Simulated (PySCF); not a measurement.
Al(Me)(F) (CH3AlF), SMILES [CH3][Al][F], multiplicity 2.

The structure is a stationary point at PBE0-D3(BJ)/def2-TZVP. The spin state was assumed, not searched. The isomer is the one that the SMILES or the coordinates give; other isomers of the formula were not compared.

These are ωB97X/def2-TZVPD (PySCF) values and carry that method's errors.

The molecule is in vacuum.

```yaml
total_energy: -382.25087 hartree
point_group: Cs
"α spin, highest occupied and lowest empty level": -7.84 and 0.71 eV
"β spin, highest occupied and lowest empty level": -11.44 and -1.27 eV
dipole_moment: 1.94 D
quadrupole, principal values (traceless, Buckingham form, about the centre of nuclear charge): -4.94, -0.36, 5.30 D·Å
mean_static_polarisability: 50.1 bohr³ (7.42 Å³)
polarisability_principal_values: 42.6, 50.6, 57.1 bohr³
"⟨S²⟩": 0.753 (pure state 0.75)
```
